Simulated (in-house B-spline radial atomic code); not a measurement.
**Response and correlation of Hf⁶⁶⁺**

Closed shell [He] 2s2 (2p1/2)2. Computed with an all-electron radial atomic-structure program (B-spline basis): Dirac-Hartree-Fock, relativistic RPA (time-dependent Dirac-Hartree-Fock) for the response and second-order many-body perturbation theory for correlation, no-pair Dirac-Coulomb Hamiltonian, finite nucleus.

The shells are closed in jj coupling only; the real ground state mixes other jj configurations.

```json
{"multipole (bohr³, bohr⁵, bohr⁷)": "dipole", "uncoupled": "8.2221e-05", "coupled RPA": "8.8104e-05"}
{"multipole (bohr³, bohr⁵, bohr⁷)": "quadrupole", "uncoupled": "3.7389e-07", "coupled RPA": "?"}
{"multipole (bohr³, bohr⁵, bohr⁷)": "octupole", "uncoupled": "2.3953e-09", "coupled RPA": "2.4274e-09"}
```

Problem. What is the coupled quadrupole polarisability?

Solution. 4.1232e-07 atomic units, +10 % against the uncoupled value.

Problem. Which subshells carry the dipole polarisability?

Solution. 2s1/2 88.7 %, 2p1/2 11.2 %, 1s1/2 0.2 %.

Problem. What does the dipole shielding factor come to?

Solution. The dipole shielding factor is 0.083, against the exact N/Z = 6/72 = 0.083 of the non-relativistic theorem.

Dipole polarisability at imaginary frequency:

| u (Eh) | α(iu) (bohr³) |
| --- | --- |
| 0 | 8.81e-05 |
| 27.4 | 7.575e-05 |
| 82.3 | 4.09e-05 |
| 165 | 2.279e-05 |
| 274 | 1.501e-05 |
| 548 | 7.319e-06 |
| 1100 | 2.717e-06 |
| 2740 | 5.858e-07 |

Problem. What dispersion coefficients follow for two such ions (the dispersion part alone)?

Solution. C6 = (3/π)∫α(iu)²du = 5.091e-07 hartree·bohr⁶ and C8 = 1.59e-08 hartree·bohr⁸.

Lowest J = 1 odd-parity excitations:

```tsv
energy (eV)	oscillator strength	leading channel	weight
1635.6	0.258	2s1/2 → p3/2	1.0
9788.3	0.0351	2p1/2 → s1/2	0.999
10142	0.328	2s1/2 → p1/2	0.995
10357	1.09	2p1/2 → d3/2	0.995
10537	0.324	2s1/2 → p3/2	0.999
13179	0.00796	2p1/2 → s1/2	0.999
13411	0.257	2p1/2 → d3/2	0.992
13479	0.0402	2s1/2 → p1/2	0.992
```

Second-order correlation energy by the highest angular momentum of the excited pair (hartree): s -0.02311, p -0.171, d -0.07538, f -0.01454, g -0.004272, h -0.001698, i -0.0008081, k -0.0004324.

Problem. What is the second-order correlation energy at the partial-wave limit?

Solution. The listed waves sum to -0.29128 hartree; extrapolating the increments as (l + 1/2)⁻⁴ gives -0.29216 hartree, -1.33 eV per electron.
